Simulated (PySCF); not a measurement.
System: C₃H₃F₃O, charge 0, multiplicity 1. SMILES: C=COC(F)(F)F
Coordinates optimised at B3LYP-D3(BJ)/def2-TZVP (Ansatz):
```
O
C 1 1.3523
F 2 1.3299 1 107.48
F 2 1.3441 3 108.28 1 121.98
F 2 1.3441 3 108.28 1 -121.98
C 1 1.3872 2 121.26 3 180.00
C 6 1.3207 1 128.40 2 0.00
H 7 1.0787 6 124.11 1 0.00
H 6 1.0794 7 123.62 8 -180.00
H 7 1.0799 8 117.94 6 -180.00
```

Dispersion corrections to the total energy (kcal/mol) from the dftd3 and dftd4 libraries through PySCF: D3(BJ) without and D4 with the three-body term, each with the damping fitted for the functional named.

| functional | D3(BJ) | D4 |
|---|---|---|
| CAM-B3LYP | -2.97 | ___ |
| B3LYP | -6.92 | -6.99 |
| TPSSh | -4.61 | -5.41 |
| B2PLYP | -3.08 | -3.06 |
| BLYP | -8.54 | -9.95 |
| LC-wPBE | -3.65 | ___ |
| TPSS | ___ | -5.95 |

Task: What belongs in the gaps?

Result: 
- CAM-B3LYP, D4: -3.62
- LC-wPBE, D4: -4.82
- TPSS, D3(BJ): -5.07
